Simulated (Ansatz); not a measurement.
Reaction (cleavage of the Si–B bond): `F[SiH]1CB1[SiH3]` + `[OH][Ga]([OH])[Cl]` → `[OH][Ga]([Cl])[O][SiH3]` + `F[SiH]1BC1`

Program: Ansatz. Geometries: PBE0-D4/def2-TZVP. ΔE: electronic, gas phase. CCSD(T)/CBS adds triple-zeta CCSD(T) − MP2 to the extrapolated MP2 energy (def2 sets, frozen cores). Functionals use def2-TZVPP. B3LYP here is the variant with VWN-RPA as its local correlation; programs differ in this. For Ga outer-core shells are correlated without core-valence functions, which leaves a few kJ/mol of doubt a bond. Scalar relativity is left out up to krypton. One conformer a species, not always the lowest.

| level | ΔE (kcal/mol) | difference from CCSD(T)/CBS |
| --- | --- | --- |
| PBE-D4 | -13.0 | 6.0 |
| r2SCAN-D4 | -17.6 | 1.4 |
| PBE0-D4 | -15.5 | 3.5 |
| B3LYP-D4 | -19.2 | -0.2 |
| ωB97X-V | -19.1 | -0.1 |
| ωB97M-V | -19.4 | -0.4 |
| B2PLYP | -19.8 | -0.8 |
| PBE | -13.0 | 6.0 |
| r2SCAN | -17.6 | 1.4 |
| PBE0 | -15.5 | 3.5 |
| B3LYP | -19.2 | -0.2 |
| HF/def2-TZVPP | -26.9 | -7.9 |
| MP2/def2-TZVPP | -19.4 | -0.4 |
| SCS-MP2/def2-TZVPP | -21.0 | -2.0 |
| CCSD/def2-TZVPP | -20.1 | -1.1 |
| CCSD(T)/def2-TZVPP | -18.9 | 0.1 |
| HF/def2-QZVPP | -27.5 | -8.5 |
| MP2/def2-QZVPP | -19.7 | -0.7 |
| SCS-MP2/def2-QZVPP | -21.3 | -2.3 |
| HF/CBS(def2) | -27.6 | -8.6 |
| MP2/CBS(def2) | -19.6 | -0.6 |
| CCSD/CBS(def2) | -20.3 | -1.3 |
| CCSD(T)/CBS | -19.0 | 0 |

Largest T1 diagnostic among the species: 0.014.

In def2-TZVPP, CCSD(T) changes the Hartree–Fock value by +8.0 kcal/mol (the triples alone add +1.2 kcal/mol) and MP2 by +7.5 kcal/mol. From PBE to PBE0 (25 % exact exchange), in def2-TZVPP and without D4, ΔE moves by −2.5 kcal/mol.
